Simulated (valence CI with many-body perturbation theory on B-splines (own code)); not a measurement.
Results of a calculation; reference values are marked as such.
Hyperfine factors and g values of Pb58+

Method: relativistic CI+MBPT: six valence electrons over a frozen Dirac-Fock core [Ar], a basis of 7 s, 7 p, 8 d, 6 f, 4 g, 1 h functions for each j, with the one-electron correlation potential Σ1 (screened to all orders), the two-electron term Σ2, the three-electron term Σ3, Breit, model QED; selected single and double excitations, second order for the rest, scaled by the run's own slope (own B-spline code, finite nucleus).

No measured spectrum was set against this ion. As an estimate, large intervals hold to a few tenths of a per cent, small ones and those within an open d or f shell to about a per cent. Core correlation moves these levels by up to 18000 cm⁻¹, and in measured spectra 5 to 20 % of such shifts remained as error; rates that hang on mixing are uncertain with them. Among the levels kept, up to 1100 cm⁻¹ of a level comes from second order outside the variational space, and about a tenth of that is noise between levels of different J, which matters for small intervals. The list stops below the first excitations out of the core. Only levels of the ground parity were solved; by the run's estimate the other parity begins above the list, which can be wrong where configurations are misplaced.

A/g_I is the dipole constant over the nuclear g factor μ/I (μ in nuclear magnetons, uniformly magnetised nucleus), B/Q the quadrupole constant per barn. Both hold the static response of the core; the bare values leave it out. Large factors of s and p1/2 electrons are usually good to 5 to 10 %; those of open d and f shells near neutrality can be off by tens of per cent, and small factors of p3/2, d and f electrons come from cancelling terms and can be off by a factor of two or in sign, in half-filled shells by more. B is blank for J = 1/2, where it vanishes, and for nearly pure S terms. Energies count from the lowest level. Levels with J = 0 are left out.

Levels are named by their leading jj configuration (3d3/2^4 stands for four electrons in 3d with j = 3/2), which in mixed levels can hold well under half, so a name can repeat and another be missing. Letters in brackets count levels of one name in rising energy.

| Level | E (eV) | g | A/g_I (MHz) | A/g_I bare | B/Q (MHz/b) | B/Q bare |
| --- | --- | --- | --- | --- | --- | --- |
| (3d3/2^4 3d5/2^2) J=4 | 0.00 | 1.219 | 54500 | 55700 | 95500 | 96100 |
| (3d3/2^4 3d5/2^2) J=2 | 9.28 | 1.239 | 53600 | 54900 | -60000 | -60300 |
| (3d3/2^3 3d5/2^3) J=3 [a] | 106.71 | 1.317 | 34100 | 35700 | 1890 | 1790 |
| (3d3/2^3 3d5/2^3) J=4 [a] | 107.44 | 1.178 | 57100 | 58100 | 85000 | 85800 |
| (3d3/2^3 3d5/2^3) J=1 [a] | 112.52 | 1.237 | 57800 | 59100 | -36000 | -36100 |
| (3d3/2^3 3d5/2^3) J=6 | 115.85 | 1.093 | 78700 | 79400 | -98100 | -99000 |
| (3d3/2^3 3d5/2^3) J=5 | 116.16 | 1.122 | 70100 | 70800 | 49300 | 49700 |
| (3d3/2^3 3d5/2^3) J=2 [a] | 124.67 | 0.991 | 95100 | 95300 | -70700 | -71000 |
| (3d3/2^3 3d5/2^3) J=3 [b] | 126.35 | 1.063 | 83900 | 84400 | 13500 | 13300 |
| (3d3/2^3 3d5/2^3) J=4 [b] | 142.41 | 1.046 | 87700 | 88200 | -82800 | -83500 |
| (3d3/2^3 3d5/2^3) J=1 [b] | 143.77 | 1.246 | 32500 | 33700 | 72000 | 72500 |
| (3d3/2^3 3d5/2^3) J=2 [b] | 144.13 | 1.111 | 73000 | 73800 | 134000 | 135000 |
| (3d3/2^3 3d5/2^3) J=3 [c] | 144.94 | 1.052 | 86900 | 87400 | -115000 | -115000 |
| (3d3/2^2 3d5/2^4) J=2 [a] | 219.28 | 1.420 | 7560 | 9560 | -29700 | -29900 |
| (3d3/2^2 3d5/2^4) J=4 [a] | 225.45 | 1.097 | 74000 | 74700 | 23100 | 23500 |
| (3d3/2^2 3d5/2^4) J=3 [a] | 229.12 | 1.198 | 52400 | 53400 | -34300 | -34500 |
| (3d3/2^2 3d5/2^4) J=5 | 230.11 | 1.082 | 80500 | 81100 | -70200 | -70600 |
| (3d3/2^2 3d5/2^4) J=6 | 233.39 | 1.045 | 87100 | 87600 | -97700 | -98200 |
| (3d3/2^2 3d5/2^4) J=3 [b] | 238.45 | 0.975 | 99500 | 99700 | -514 | -500 |
| (3d3/2^2 3d5/2^4) J=1 | 240.56 | 0.975 | 101000 | 101000 | -31200 | -31400 |
| (3d3/2^2 3d5/2^4) J=4 [b] | 242.42 | 1.035 | 91300 | 91800 | 5670 | 5590 |
| (3d3/2^2 3d5/2^4) J=2 [b] | 244.47 | 1.043 | 88000 | 88500 | -64300 | -64800 |
| (3d3/2^2 3d5/2^4) J=2 [c] | 258.17 | 0.888 | 118000 | 118000 | 1840 | 1940 |
| (3d3/2^2 3d5/2^4) J=4 [c] | 263.58 | 1.149 | 63600 | 64500 | -114000 | -115000 |
| (3d3/2^2 3d5/2^4) J=2 [d] | 283.22 | 1.026 | 89000 | 89300 | 104000 | 105000 |

**Question.** Take the isotope of mass number 207, with I = 1/2, μ = 0.5906 μN. What is the hyperfine structure of (3d3/2^3 3d5/2^3) J=5?

**Answer.** From the table A = 82700 MHz. Shifts from the centre of gravity in MHz: F = 9/2: -248000, F = 11/2: 207000.
